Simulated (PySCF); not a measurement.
C6H7OP.
Numbering: `[CH2:1]=[CH:2][c:3]1[o:4][cH:5][c:6]([CH3:7])[p:8]1` (hydrogens: H9, H10 on C1; H11 on C2; H12 on C5; H13, H14, H15 on C7)

Torsions of this conformer, `[CH2:1]=[CH:2][c:3]1[o:4][cH:5][c:6]([CH3:7])[p:8]1`: C1–C2–C3–O4 176°.

The closed-shell ground state was solved at several levels (PySCF, density fitting, gas phase, non-relativistic). The structure is a single PBE0-D3(BJ)/def2-SVP conformer in the gas phase; no vibrational or solvent corrections.

| level | basis functions | HOMO (eV) | LUMO (eV) | gap (eV) | dipole (D) |
| --- | --- | --- | --- | --- | --- |
| PBE0/pcSseg-1 | 178 | -6.23 | -1.63 | 4.60 | 1.13 |
| CAM-B3LYP/def2-SVPD | 223 | -7.34 | -0.61 | 6.73 | 1.06 |

Question: What might KT3/pcSseg-1 (178 basis functions) give for the same quantities?

Answer: HOMO -5.30 eV, LUMO -2.35 eV, gap 2.95 eV, dipole 1.13 D.

Question: Over all these levels, which gives the widest orbital gap and which the narrowest?

Answer: CAM-B3LYP/def2-SVPD (range-separated hybrid) has the widest, 6.73 eV, and KT3/pcSseg-1 (GGA) the narrowest, 2.95 eV. Functional and basis both differ between the two, so the spread mixes both effects.

Question: How far do the dipole and the HOMO energy spread over the levels?

Answer: The dipole runs from 1.06 to 1.13 D (mean 1.11 D) and the HOMO from -7.34 to -5.30 eV.
